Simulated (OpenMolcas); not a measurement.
# Sm3+: input and output

Sm3+ with its 6 nearest bromide ions at 2.832 Å, on the Y site of Cs2NaYBr6 (a = 11.3047 Å, distance in the model lattice 2.765 Å). The rest of the host is ab initio model potentials to 7.6 Å, with orthogonalisation functions on the cations behind the ligands, and point charges beyond; the distance is set by hand and nothing relaxes. Ligand basis ANO-RCC-VDZP.

Input, with the lattice sites abridged:

```
&GATEWAY
Basis set
Sm.ANO-RCC-VDZP.
Sm1 0.0 0.0 0.0 Angstrom
End of basis
Basis set
Br.ANO-RCC-VDZP.
L1 2.832000 0.000000 0.000000 Angstrom
L2 0.000000 2.832000 0.000000 Angstrom
L3 0.000000 0.000000 2.832000 Angstrom
End of basis
Basis set
Na.EMB-AIMP.Al-Abdalla.7s4p.1s1p.ECP.Cs2NaYBr6.
PseudoCharge
* 3 symmetry-unique lattice sites within 7.6 angstrom
End of basis
Basis set
Cs.EMB-AIMP.Al-Abdalla.0s.0s.ECP.Cs2NaYBr6.
PseudoCharge
* 4 symmetry-unique lattice sites within 7.6 angstrom
End of basis
Basis set
Br.EMB-AIMP.Al-Abdalla.0s.0s.ECP.Cs2NaYBr6.
PseudoCharge
* 12 symmetry-unique lattice sites within 7.6 angstrom
End of basis
Symmetry
XYZ
AngMom=0.0 0.0 0.0
AMFI
RICD
XField
1570 Angstrom 0
* Evjen-weighted lattice charges
&SEWARD
&RASSCF
FileOrb=start.orb
Symmetry=2
Spin=6
nActEl=5 0 0
Inactive=69 66
Ras2=0 7
CIRoot=21 21 1
SDav=21
CIMx=300
Iter=150 100
PrWF=0.3
OrbListing=Nothing
MaxOrb=0
LevShft=1.0
>>> COPY $Project.JobIph JOB001
&RASSCF
FileOrb=start.orb
Symmetry=2
Spin=4
nActEl=5 0 0
Inactive=69 66
Ras2=0 7
CIRoot=162 162 1
SDav=224
CIMx=300
Iter=150 100
PrWF=0.3
OrbListing=Nothing
MaxOrb=0
CIOnly
LevShft=1.0
>>> COPY $Project.JobIph JOB002
&RASSCF
FileOrb=start.orb
Symmetry=2
Spin=2
nActEl=5 0 0
Inactive=69 66
Ras2=0 7
CIRoot=162 162 1
SDav=490
CIMx=300
Iter=150 100
PrWF=0.3
OrbListing=Nothing
MaxOrb=0
CIOnly
LevShft=1.0
>>> COPY $Project.JobIph JOB003
&RASSI
NrOfJobIphs=3 21 108 41
1 2 3 4 5 6 7 8 9 10 11 12 13 14 15 16 17 18 19 20 21
1 2 3 4 5 6 7 8 9 10 11 12 13 14 15 16 17 18 19 20 21 22 23 24 25 26 27
28 29 30 31 32 33 34 35 36 37 38 39 40 41 42 43 44 45 46 47 48 49 50 51
52 53 54 55 56 57 58 59 60 61 62 63 64 65 66 67 68 69 70 71 72 73 74 75
76 77 78 79 80 81 82 83 84 85 86 87 88 89 90 91 92 93 94 95 96 97 98 99
100 101 102 103 104 105 106 107 108
1 2 3 4 5 6 7 8 9 10 11 12 13 14 15 16 17 18 19 20 21 22 23 24 25 26 27
28 29 30 31 32 33 34 35 36 37 38 39 40 41
IphNames
JOB001
JOB002
JOB003
EJob
SpinOrbit
DIPRint=1.0
SOCoupling=1000.0
Subsets=2
Property=9
'ANGMOM' 1 'ANGMOM' 2 'ANGMOM' 3 'MLTPL  1' 1 'MLTPL  1' 2 'MLTPL  1' 3
'AMFI' 1 'AMFI' 2 'AMFI' 3
SOProperty=3
'ANGMOM' 1 'ANGMOM' 2 'ANGMOM' 3
```

Launched by
```bash
OMP_NUM_THREADS=1 MOLCAS_MEM=2457 MOLCAS_PROJECT=a pymolcas a.inp > a.log  # once for each step of the input, in one work folder
```

A driver script runs the steps one by one and writes start.orb anew before each from the orbitals found so far, so a CI-only block uses the converged orbitals of the first block.

Output, cut to the results:

```
--- SEWARD ---
Basis set label: SM.ANO-RCC...7S6P4D2F1G.

      Electronic valence basis set:
      ------------------
      Associated Effective Charge  62.000000 au
      Associated Actual Charge     62.000000 au
      Nuclear Model: Point charge

      Shell  nPrim  nBasis  Cartesian Spherical Contaminant
         s      25       7        X
         p      22       6        X
         d      15       4                 X
         f      11       2                 X
         g       4       1                 X
                  Relativistic Douglas-Kroll-Hess integrals:
                    - DKH order of Hamiltonian: 2
                    - DKH order of Properties : 0
                  Atomic mean-field integrals
--- RASSCF ---
Wave function specifications:
      -----------------------------

      Number of closed shell electrons         270
      Number of electrons in active shells       5
      Max number of holes in RAS1 space          0
      Max nr of electrons in RAS3 space          0
      Number of inactive orbitals              135
      Number of active orbitals                  7
      Number of secondary orbitals             112
      Spin quantum number                      2.5
      State symmetry                             2
Orbital specifications:
      -----------------------

      Symmetry species                           1   2
                                                ag  au
      Frozen orbitals                            0   0
      Inactive orbitals                         69  66
      Active orbitals                            0   7
      RAS1 orbitals                              0   0
      RAS2 orbitals                              0   7
      RAS3 orbitals                              0   0
      Secondary orbitals                        60  52
      Deleted orbitals                           0   0
      Number of basis functions                129 125
      Number of CSFs                            21
      Number of root(s) required                21
      Iter CI   SX   CI       RASSCF       Energy    max ROT     max BLB   max BLB  Level Ln srch  Step   QN
          iter iter root      energy       change     param      element    value   shift minimum  type update
 Nr of preliminary CI iterations:   1
      Total energies have been shifted. Add               -26000.00 au
        1   1   16    0   -45.03107899    0.00E+00  -6.05E-02   64  72 1  2.24E-01*  1.12   0.00    SX    NO
        2   1   16    0   -45.41727301   -3.86E-01* -5.64E-02   64  72 1  1.56E-01*  0.74   0.00    SX    NO
        3   1   15    0   -45.52425751   -1.07E-01* -3.35E-02   64  72 1  9.00E-02*  0.69   0.00    SX    NO
        4   1   14    0   -45.55025458   -2.60E-02* -1.86E-02   64  72 1  4.82E-02*  0.63   0.00    SX    NO
        5   1   14    0   -45.55795316   -7.70E-03* -1.82E-02   64  72 1  2.69E-02*  0.63   2.07    LS   YES
        6   1   14    0   -45.56077191   -2.82E-03* -5.12E-03   13  88 1 -1.25E-02*  0.62   1.09    QN   YES
        7   1   13    0   -45.56138861   -6.17E-04* -1.17E-03    9  86 2 -4.08E-03*  0.60   1.00    QN   YES
        8   1   11    0   -45.56151290   -1.24E-04* -4.21E-04    8  85 2 -8.98E-04*  0.61   1.21    QN   YES
        9   1   10    0   -45.56152387   -1.10E-05* -1.83E-04   22  84 1 -3.20E-04*  0.61   1.20    QN   YES
       10   1    9    0   -45.56152496   -1.09E-06*  1.00E-04   22  84 1 -1.41E-04*  0.61   1.35    QN   YES
       11   1    8    0   -45.56152516   -1.95E-07*  3.26E-05   22  84 1 -4.41E-05   0.61   1.25    QN   YES
       12   1    7    0   -45.56152518   -2.20E-08*  4.88E-05   64  72 1 -1.99E-05   0.61   2.50    LS   YES
       13   1    8    0   -45.56152516    1.48E-08*  2.50E-05   10  81 2 -4.38E-05   0.61   0.27    LS   YES
       14   1    7    0   -45.56152518   -1.60E-08* -1.04E-05   10  81 2 -2.75E-05   0.61   1.31    QN   YES
       15   1    6    0   -45.56152518   -4.91E-09  -5.36E-06   12  83 2 -8.22E-06   0.61   2.50    QN   YES
      Convergence after 15 iterations
       16   1    6    0   -45.56152519   -1.11E-09  -5.36E-06   25  70 1 -3.93E-06   0.61   2.50    QN   YES
      Natural orbitals and occupation numbers for root  1
      sym 2:   0.742960   0.939339   0.317701   1.000000   0.742960   0.939339   0.317701
      Natural orbitals and occupation numbers for root  2
      sym 2:   0.325388   0.941700   0.732913   0.325388   0.941700   0.732913   1.000000
      Natural orbitals and occupation numbers for root  3
...
--- RASSI ---
SPIN-FREE ENERGIES:
  (Shifted by EMIN (a.u.) =     -26045.5925338957)

 SF State       Relative EMIN(au)   Rel lowest level(eV)    D:o, cm**(-1)

     1             0.0000000000        0.0000000000              0.0000
     2             0.0000000000        0.0000000000              0.0000
     3             0.0000000000        0.0000000000              0.0000
     4             0.0003565710        0.0097027903             78.2583
     5             0.0003565710        0.0097027903             78.2583
     6             0.0006311282        0.0171738722            138.5166
     7             0.0006311282        0.0171738722            138.5166
     8             0.0006311282        0.0171738722            138.5166
     9             0.0015192659        0.0413413309            333.4403
    10             0.0015192659        0.0413413309            333.4403
    11             0.0015192659        0.0413413309            333.4403
    12             0.0308845845        0.8404123566           6778.3828
    13             0.0308845845        0.8404123566           6778.3828
    14             0.0308845845        0.8404123566           6778.3828
    15             0.0309904776        0.8432938562           6801.6236
    16             0.0311946988        0.8488509968           6846.4450
    17             0.0311946988        0.8488509968           6846.4450
    18             0.0311946988        0.8488509968           6846.4450
    22             0.1009304785        2.7464582355          22151.6796
    23             0.1009834600        2.7478999335          22163.3076
    24             0.1009834600        2.7478999335          22163.3076
    25             0.1009834600        2.7478999335          22163.3076
    26             0.1011085405        2.7513035474          22190.7596
    27             0.1011085405        2.7513035474          22190.7596
    28             0.1011085405        2.7513035474          22190.7596
...
```

Spin-orbit levels above the lowest (labels of O, the rotations of Oh):

```
E (cm-1)  Degeneracy  Label  2S+1     J   |mJ| (%)               g
     0.0           2     Γ7     6  2.51   3/2 (83)  0.27 0.27 0.27
    83.2           4     Γ8     6  2.52   1/2 (50)                
    1072           2     Γ6     6  3.51   1/2 (58)  2.04 2.04 2.04
    1139           2     Γ7     6  3.51   5/2 (75)  2.26 2.26 2.26
    1159           4     Γ8     6  3.51   3/2 (37)                
    2351           2     Γ6     6  4.50   1/2 (58)  4.02 4.02 4.02
    2416           4     Γ8     6  4.51   3/2 (49)                
    2437           4     Γ8     6  4.51   5/2 (49)                
    3812           4     Γ8     6  5.50   1/2 (26)                
    3847           2     Γ6     6  5.51   7/2 (73)  4.32 4.32 4.32
    3849           4     Γ8     6  5.51   5/2 (35)                
    3866           2     Γ7     6  5.51   3/2 (46)  4.40 4.40 4.40
    5334           2     Γ6     6  6.51   9/2 (69)  6.30 6.30 6.30
    5338           4     Γ8     6  6.50   7/2 (34)                
    5343           2     Γ7     6  6.50  11/2 (44)  4.15 4.15 4.15
    5402           2     Γ7     6  6.51   3/2 (44)  4.98 4.98 4.98
    5403           4     Γ8     6  6.50   1/2 (41)                
    6852           4     Γ8     6  7.50   9/2 (39)                
    6893           4     Γ8     6  7.50   7/2 (39)                
    7007           2     Γ7     6  7.50  13/2 (40)  7.54 7.54 7.54
```

High states are left out of the spin-orbit mixing, which shifts the levels that they would mix with. Without dynamic correlation the ligand-field splitting of an f shell can come out too small, at times by half. The first state left out of the spin-orbit step lies near 38000 cm-1 above the lowest spin-free state of the reference (among the parities and spins computed), and the lists stop at four fifths of that energy or lower. No measured value stands beside these numbers; the geometry was set by hand and not optimised.

The RASSCF and RASSI steps took 2.2 min on 1 thread of AMD EPYC 9R45 96-Core Processor (Zen 5), on a shared host; the integral step is not counted.
